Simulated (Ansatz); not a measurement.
Program: Ansatz. Geometries: PBE0-D4/def2-TZVP. ΔE: electronic, gas phase. CCSD(T)/CBS adds triple-zeta CCSD(T) − MP2 to the extrapolated MP2 energy (def2 sets, frozen cores). DFT in def2-TZVPP. B3LYP here is the variant with VWN-RPA as its local correlation; programs differ in this. For Ga outer-core shells are correlated without core-valence functions, which leaves a few kJ/mol of doubt a bond. Scalar relativity is left out up to krypton. One conformer a species, not always the lowest.

Consider the ligand exchange at a B–N bond: `BNC(F)S` + `[OH][Ga]([Cl])[O][SiH3]` → `B[O][Ga]([Cl])[O][SiH3]` + `NC(F)S`.

| level | ΔE (kJ/mol) | difference from CCSD(T)/CBS |
| --- | --- | --- |
| PBE-D4 | 9.5 | 2.9 |
| r2SCAN-D4 | 5.0 | -1.6 |
| PBE0-D4 | 6.4 | -0.2 |
| B3LYP-D4 | 2.9 | -3.7 |
| ωB97M-V | 5.1 | -1.5 |
| PBE | 9.7 | 3.1 |
| r2SCAN | 5.3 | -1.3 |
| B3LYP | 3.1 | -3.5 |
| MP2/def2-TZVPP | 6.9 | 0.3 |
| SCS-MP2/def2-TZVPP | 3.8 | -2.8 |
| CCSD(T)/def2-TZVPP | 4.5 | -2.1 |
| HF/def2-QZVPP | -12.8 | -19.4 |
| MP2/def2-QZVPP | 7.8 | 1.2 |
| SCS-MP2/def2-QZVPP | 4.6 | -2.0 |
| HF/CBS(def2) | -12.9 | -19.5 |
| CCSD/CBS(def2) | 4.8 | -1.8 |
| CCSD(T)/CBS | 6.6 | 0 |

Largest T1 diagnostic among the species: 0.014.

From PBE to PBE0 (25 % exact exchange), in def2-TZVPP and without D4, ΔE moves by −3.0 kJ/mol. In def2-TZVPP, CCSD(T) changes the Hartree–Fock value by +16.5 kJ/mol (the triples alone add +1.8 kJ/mol) and MP2 by +18.9 kJ/mol.
